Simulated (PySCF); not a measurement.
Species: C2H9NSeSi.
Bonds: C1–C2, C2–Se3, Se3–Si4, Si4–N5. Hydrogens: H6, H7, H8 on C1; H9, H10 on C2; H11, H12 on Si4; H13, H14 on N5.

Computed by this run: PySCF 2.14.0, PBE0-D3(BJ)/def2-SVP geometry optimisation, gas phase; density fitting, grid level 1; the optimiser is geomeTRIC in internal coordinates, started from a GFN2-xTB structure with every atom displaced at random (about 0.01 Å).

Step 1: E = -76911.1093 eV
```
atom  x, y, z in Å  |  force x, y, z in eV/Å
C1     -2.1510   -0.1921    0.4586   -0.023  -0.335   0.115
C2     -1.5238    0.0684   -0.8905   -0.176  -0.080  -0.275
Se3     0.0703   -1.0316   -1.2482   -0.034   0.022   0.043
Si4     1.4594    0.1305    0.1205    0.099   0.155   0.105
N5      3.0495   -0.2543   -0.4215    0.053  -0.008  -0.212
H6     -2.3957   -1.2669    0.5748    0.054   0.272   0.024
H7     -1.4761    0.0895    1.2825   -0.018  -0.020  -0.006
H8     -3.0807    0.3852    0.5756   -0.050   0.050  -0.009
H9     -1.2483    1.1239   -1.0205    0.042   0.042  -0.021
H10    -2.2192   -0.1927   -1.7087    0.109   0.055   0.108
H11     1.3695   -0.2336    1.5653    0.043  -0.083   0.045
H12     1.0424    1.5783    0.0642   -0.081  -0.057  -0.104
H13     3.2435   -0.2282   -1.4201   -0.007   0.038   0.161
H14     3.8622    0.0186    0.1198   -0.012  -0.052   0.026
```

Step 2: E = -76911.1233 eV
```
atom  x, y, z in Å  |  force x, y, z in eV/Å
C1     -2.1681   -0.1759    0.4549   -0.008  -0.038  -0.006
C2     -1.5260    0.0550   -0.8976   -0.009  -0.005  -0.041
Se3     0.0737   -1.0509   -1.2210   -0.040  -0.003   0.045
Si4     1.4756    0.1112    0.1426    0.019   0.041   0.079
N5      3.0614   -0.2347   -0.4403   -0.019   0.024  -0.054
H6     -2.4232   -1.2373    0.5985    0.007   0.032  -0.005
H7     -1.5001    0.1179    1.2793    0.007   0.009  -0.007
H8     -3.0947    0.4147    0.5486    0.005   0.011  -0.005
H9     -1.2407    1.1074   -1.0445    0.005  -0.005   0.010
H10    -2.2101   -0.2136   -1.7166    0.013  -0.008   0.009
H11     1.4267   -0.2954    1.5817    0.051  -0.017  -0.019
H12     1.0080    1.5422    0.1042   -0.038  -0.025  -0.050
H13     3.2397   -0.1705   -1.4367    0.012   0.035   0.007
H14     3.8797    0.0249    0.0987   -0.005  -0.051   0.037
```

Step 3: E = -76911.1349 eV
```
atom  x, y, z in Å  |  force x, y, z in eV/Å
C1     -2.1857   -0.1361    0.4426    0.006   0.179  -0.072
C2     -1.5179    0.0269   -0.9082    0.112   0.077   0.098
Se3     0.0729   -1.1072   -1.1608   -0.002  -0.044   0.035
Si4     1.4890    0.0646    0.1870   -0.035  -0.085  -0.017
N5      3.0608   -0.1896   -0.4763   -0.048   0.060   0.056
H6     -2.4657   -1.1782    0.6305   -0.040  -0.157   0.004
H7     -1.5230    0.1808    1.2625    0.011   0.018   0.000
H8     -3.0994    0.4814    0.4933    0.029  -0.022   0.011
H9     -1.2093    1.0684   -1.0881   -0.027  -0.026   0.010
H10    -2.1880   -0.2608   -1.7279   -0.060  -0.044  -0.063
H11     1.5388   -0.4110    1.6051    0.027   0.045  -0.026
H12     0.9327    1.4616    0.2005    0.006   0.017   0.012
H13     3.2057   -0.0433   -1.4674    0.020   0.030  -0.077
H14     3.8912    0.0375    0.0590    0.001  -0.048   0.029
```

Step 4: E = -76911.1402 eV
```
atom  x, y, z in Å  |  force x, y, z in eV/Å
C1     -2.1984   -0.1013    0.4301    0.021   0.148  -0.066
C2     -1.5059    0.0047   -0.9137    0.091   0.069   0.102
Se3     0.0693   -1.1624   -1.1056   -0.001  -0.037   0.028
Si4     1.4964    0.0231    0.2198   -0.027  -0.101  -0.069
N5      3.0513   -0.1484   -0.5056   -0.039   0.073   0.062
H6     -2.5023   -1.1318    0.6476   -0.035  -0.129   0.005
H7     -1.5411    0.2307    1.2484    0.006   0.007   0.001
H8     -3.0993    0.5361    0.4468    0.019  -0.023   0.007
H9     -1.1772    1.0346   -1.1210   -0.026  -0.022   0.003
H10    -2.1680   -0.2994   -1.7348   -0.046  -0.036  -0.052
H11     1.6344   -0.4919    1.6168   -0.002   0.049  -0.007
H12     0.8803    1.3928    0.2864    0.022   0.025   0.028
H13     3.1687    0.0668   -1.4882    0.018   0.013  -0.055
H14     3.8939    0.0415    0.0249   -0.001  -0.038   0.013
```

Question: Estimate the geometry and energy of step 5. (The exact step hangs on the optimiser's Hessian estimate; all steps are aligned on step 4, rigid shifts and turns removed.)

Answer: E = -76911.1427 eV, largest force 0.075 eV/Å
```
atom  x, y, z in Å  |  force x, y, z in eV/Å
C1     -2.2056   -0.0856    0.4236    0.010   0.040  -0.017
C2     -1.4977   -0.0045   -0.9126    0.020   0.018   0.035
Se3     0.0631   -1.1950   -1.0726    0.001  -0.014   0.013
Si4     1.4981    0.0037    0.2297    0.008  -0.053  -0.052
N5      3.0441   -0.1250   -0.5208   -0.020   0.069   0.017
H6     -2.5240   -1.1135    0.6478   -0.009  -0.031   0.001
H7     -1.5527    0.2483    1.2448    0.000  -0.003   0.001
H8     -3.0991    0.5612    0.4248    0.001  -0.010   0.000
H9     -1.1576    1.0185   -1.1316   -0.009  -0.007  -0.002
H10    -2.1565   -0.3151   -1.7363   -0.010  -0.010  -0.015
H11     1.6804   -0.5170    1.6183   -0.012   0.024   0.009
H12     0.8622    1.3631    0.3245    0.011   0.011   0.012
H13     3.1542    0.1231   -1.4972    0.014  -0.007  -0.007
H14     3.8933    0.0328    0.0096   -0.005  -0.027   0.005
```

The energy changes by -0.0025 eV. The first-order estimate −F·Δx gives -0.0046 eV and the mean of the old and new forces, exact on a quadratic surface, -0.0029 eV. The step makes an angle of 84° with the force vector and moves no atom by more than 0.059 Å.

What follows is the cost of the whole optimisation. The run took 1.8 min on an Intel Xeon Platinum 8488C with one thread, shared host with 96 logical CPUs at a one-minute load of 24, and the process peaked at 0.54 GiB of memory.
